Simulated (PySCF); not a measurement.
## Calculated data, CH5BOSi, C2H4BCl

Calculation on a computer-drawn molecule: the log of a Hartree-Fock and frozen-core CCSD(T) single point meant for a local Hartree-Fock minimum, with one planted fault or none, to be diagnosed. Offsets are logged minus clean, where the clean run is the same molecule without the fault. The reference is restricted for singlets and unrestricted otherwise, and also for a bond in bohr or an excited solution. Adding or removing an electron swaps singlet and doublet. The excited solution moves the top pair (singlet) or top alpha electron (doublet) to the lowest empty orbital. Highest occupied and lowest empty are orbital energies over both spins, largest force is the largest gradient component, triples share is (T) over the correlation energy, the T1 limit is 0.02 restricted and 0.045 unrestricted, electrons count all cores, a negative frequency is imaginary (commonest isotopes), and the dipole is about the centre of nuclear charge. Program: PySCF 2.14.0.

Common to all runs: meant charge 0; meant multiplicity 1; meant basis cc-pV(D+d)Z; logged electrons 38; logged SCF converged yes; possible faults no fault, one electron removed, one electron added, multiplicity raised by two, geometry at a saddle point, SCF held on an excited solution, minimal basis STO-3G, one bond length entered in bohr, all coordinates scaled.

(1) 
```xyz
9
formula=CH5BOSi logged_basis_functions=90 logged_spin_squared=2.0229 logged_highest_occupied=-6.8382 logged_lowest_empty=0.84597 logged_largest_force=0.023663 logged_T1_diagnostic=0.030451 logged_D1_diagnostic=0.16192 logged_triples_share=0.02689 logged_CC_converged=yes logged_dipole_magnitude=2.1371 logged_SCF_stable_within_its_kind=yes logged_energy_HF=-429.19892 logged_energy_CCSD(T)=-429.73217 planted_fault=multiplicity_raised_by_two HF_energy_offset_from_clean_run=24.22 CCSD(T)_energy_offset_from_clean_run=39.6
C      1.3536    -1.4857     1.5904
B      0.9080    -1.7814     0.1015
Si     0.1167    -3.5836    -0.5698
O     -1.5151    -3.2511    -0.6032
H      1.1193    -0.4605     1.8942
H      0.9781    -2.1773     2.3482
H      2.4523    -1.5534     1.6021
H      1.1593    -0.9204    -0.7125
H     -1.8606    -2.4045    -0.3625
```

Units: logged_highest_occupied, logged_lowest_empty in eV; logged_largest_force in hartree/bohr; logged_dipole_magnitude in debye; logged_energy_HF, logged_energy_CCSD(T) in hartree; HF_energy_offset_from_clean_run, CCSD(T)_energy_offset_from_clean_run in kcal/mol.

Drawn bonds:
```tsv
atom	other atom	order
1	2	1
2	3	1
3	4	1
1	5	1
1	6	1
1	7	1
2	8	1
4	9	1
```

(2) 
```xyz
9
formula=CH5BOSi logged_basis_functions=90 logged_spin_squared=0 logged_highest_occupied=-5.0497 logged_lowest_empty=-1.6152 logged_largest_force=0.045461 logged_CC_converged=no logged_dipole_magnitude=1.7787 logged_SCF_stable_within_its_kind=no logged_energy_HF=-429.00945
C      1.3536    -1.4857     1.5904
B      0.9080    -1.7814     0.1015
Si     0.1167    -3.5836    -0.5698
O     -1.5151    -3.2511    -0.6032
H      1.1193    -0.4605     1.8942
H      0.9781    -2.1773     2.3482
H      2.4523    -1.5534     1.6021
H      1.1593    -0.9204    -0.7125
H     -1.8606    -2.4045    -0.3625
```

Units: logged_highest_occupied, logged_lowest_empty in eV; logged_largest_force in hartree/bohr; logged_dipole_magnitude in debye; logged_energy_HF in hartree.

Drawn bonds:
```tsv
atom	other atom	order
1	2	1
2	3	1
3	4	1
1	5	1
1	6	1
1	7	1
2	8	1
4	9	1
```

Notes: CCSD not converged.

(3) 
```xyz
8
formula=C2H4BCl logged_basis_functions=85 logged_spin_squared=0 logged_highest_occupied=-4.0394 logged_lowest_empty=-1.5315 logged_largest_force=0.12859 logged_dipole_magnitude=5.2551 logged_SCF_stable_within_its_kind=no logged_energy_HF=-561.92237
C     -1.4023    -0.4861    -0.1888
C     -1.4811    -1.3533     1.0474
B     -0.4948    -1.6106     1.9795
Cl     0.6965    -1.9504     3.1472
H     -2.1343     0.3249    -0.1474
H     -1.6095    -1.0678    -1.0909
H     -0.4163    -0.0340    -0.3077
H     -2.4351    -1.8432     1.2370
```

Units: logged_highest_occupied, logged_lowest_empty in eV; logged_largest_force in hartree/bohr; logged_dipole_magnitude in debye; logged_energy_HF in hartree.

Drawn bonds:
```tsv
atom	other atom	order
1	2	1
2	3	2
3	4	1
1	5	1
1	6	1
1	7	1
2	8	1
```

Notes: coupled-cluster numbers left out as unreliable.

Q: Give the missing planted fault for CH5BOSi (entry 2).
A: SCF held on an excited solution

Q: C2H4BCl (entry 3): planted fault?
A: SCF held on an excited solution

Further results for CH5BOSi (entry 2):

* HF energy offset from clean run: 143.1 kcal/mol

Further results for C2H4BCl (entry 3):

* HF energy offset from clean run: 198 kcal/mol
